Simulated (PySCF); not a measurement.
CH5O, SMILES C[OH2+], charge +1.

The structure is a stationary point at B3LYP-D3(BJ)/def2-TZVP. The isomer is the one that the SMILES or the coordinates give; other isomers of the formula were not compared.

All values below come from TDA-PBE/def2-TZVPD (PySCF).

Vertical excitations. Gas-phase values at a fixed geometry. State labels are in the subgroup Cs.

### Question
List the lowest excited states. (An estimate is asked for; the answer gives what the named calculation found.)

### Answer

```tsv
state	symmetry	energy (eV)	λ (nm)	f	main pairs
S1	A'	8.40	148	0.001	HOMO→LUMO 99 %
S2	A"	9.29	133	0.001	HOMO−1→LUMO 99 %
S3	A'	10.64	117	0.018	HOMO→LUMO+1 99 %
S4	A"	10.65	116	0.004	HOMO→LUMO+2 100 %
S5	A'	11.16	111	0.036	HOMO−2→LUMO 94 %
S6	A'	11.58	107	0.011	HOMO−1→LUMO+2 75 %, HOMO→LUMO+3 23 %
S7	A"	11.61	107	0.019	HOMO−1→LUMO+1 99 %
S8	A'	11.64	107	0.056	HOMO→LUMO+3 73 %, HOMO−1→LUMO+2 23 %
S9	A'	12.27	101	0.080	HOMO→LUMO+4 91 %
S10	A"	12.59	99	0.009	HOMO→LUMO+5 66 %, HOMO−1→LUMO+3 33 %
T1	A'	7.87	158	0	HOMO→LUMO 99 %
T2	A"	8.84	140	0	HOMO−1→LUMO 98 %
T3	A'	9.94	125	0	HOMO→LUMO+1 96 %
T4	A"	10.39	119	0	HOMO→LUMO+2 99 %
```
Triplets are in the Tamm–Dancoff approximation.
